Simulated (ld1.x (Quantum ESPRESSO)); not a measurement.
**Before and after: PAW potential for Sn (Z = 50)**

| Item | Value |
| --- | --- |
| Element | Sn (Z = 50) |
| Generator | ld1.x (Quantum ESPRESSO) 7.5 |
| Type | PAW |
| Functional | LDA (PZ) |
| Relativity | scalar-relativistic |
| Frozen core | [Kr] |
| Valence charge | 14 |
| Reference configuration | 4d10 5s2 5p0 (charge +2) |
| Partial waves | 5s (bound): rcut 1.45, rcutus 2.00 bohr; 5s channel at 0.3 Ry: rcut 1.45, rcutus 2.00 bohr; 5p (bound, empty): rcut 1.55, rcutus 2.05 bohr; 5p channel at -0.95 Ry: rcut 1.55, rcutus 2.05 bohr; 4d (bound): rcut 1.25, rcutus 1.50 bohr; 4d channel at 0.05 Ry: rcut 1.25, rcutus 1.50 bohr; 4f channel at -0.1 Ry: rcut 1.70, rcutus 1.80 bohr; 4f channel at 0.95 Ry: rcut 1.70, rcutus 1.80 bohr |
| Local potential | all-electron potential smoothed inside 1.15 bohr (lloc = -2) |
| Core correction | a·sin(br)/r model core, default radius (ld1.x builds one for every PAW set, though the input has nlcc=.false.) |
| Augmentation charge | BESSEL, radius 1.35 bohr |

All-electron outer shells of the reference configuration (LDA (PZ), scalar-relativistic, ld1.x):

```csv
shell,level (eV),outermost node (bohr),outermost maximum (bohr)
4p,-107.14,0.41,0.79
4d,-43.39,0.39,0.88
5s,-26.53,0.98,1.94
5p,-18.13,1.08,2.31
```

Change: local potential all-electron potential smoothed inside 1.76 bohr (lloc = -2).

Cutoffs: the cutoffs (Ry, on a coarse ladder) from which the occupation-weighted sum of valence levels, in a spherical-Bessel basis at the reference potential, stays within 10 and 1 mRy of its value at 400 Ry; they do not see the model core or the augmentation charge, which bear on the density cutoff. Errors are all-electron minus pseudo energies relative to the spin-unpolarised reference configuration.

Task: How do hardness, ghosts and transferability respond?

Result: The potential gets harder (55 Ry and 100 Ry → 60 Ry and 110 Ry); the bound ghost in p, s disappears; of the 9 tests that both files solve, the error grows in 2 and shrinks in 1 by more than 15 % and 0.3 meV (median size 5.6 → 5.8 meV); the range in which the p phases agree narrows (upper end at the end of the scan → 1.4). A state that the projectors do not describe sees the local part alone, so a deeper or shallower local part can create or remove a ghost.

| quantity | base | changed |
| --- | --- | --- |
| cutoff, loose | 55 Ry | 60 Ry |
| cutoff, tight | 100 Ry | 110 Ry |
| bound ghosts | s, p | none |
| error for 4d10 5s2 5p2, meV [ΔE -21.36 eV] | +5.6 | +6.5 |
| error for 4d10 5s2 5p1, meV [ΔE -14.26 eV] | +3.7 | +4.0 |
| error for 4d10 5s1 5p0, meV [ΔE 31.45 eV] | -5.8 | -5.8 |
| error for 4d10 5s0 5p4, meV [ΔE -6.96 eV] | +5.5 | +5.4 |
| error for 4d10 5s1 5p2, meV [ΔE -6.53 eV] | +3.5 | +3.4 |
| error for 4d10 5s2 5p2.3, meV [ΔE -22.26 eV] | +6.1 | +7.0 |
| error for 4d9 5s2 5p3, meV [ΔE 2.99 eV] | -90 | -76 |
| error for 4d10 5s2 5p2 (spin-polarised), meV [ΔE -21.84 eV] | +5.6 | +7.1 |
| error for 4d10 5s2 5p1 (spin-polarised), meV [ΔE -14.42 eV] | +3.7 | +4.1 |
| s: phases at 2.24 bohr within 0.05 rad from the reference energy up to (Ry; the scan ends near 5) | to the end of the scan | 4.0 |
| p: phases at 2.24 bohr within 0.05 rad from the reference energy up to (Ry; the scan ends near 5) | to the end of the scan | 1.4 |
| d: phases at 2.24 bohr within 0.05 rad from the reference energy up to (Ry; the scan ends near 5) | to the end of the scan | to the end of the scan |
| f: phases at 2.24 bohr within 0.05 rad from the reference energy up to (Ry; the scan ends near 5) | 4.2 | 4.1 |
| lowest overlap eigenvalue by channel | s 0.41, p 0.57, d 0.30, f 0.95 | s 0.48, p 0.59, d 0.26, f 0.96 |

 A true bound ghost makes a file unfit for plane-wave use even where its test errors are small: the radial tests pick states by their node count and pass the ghost by.
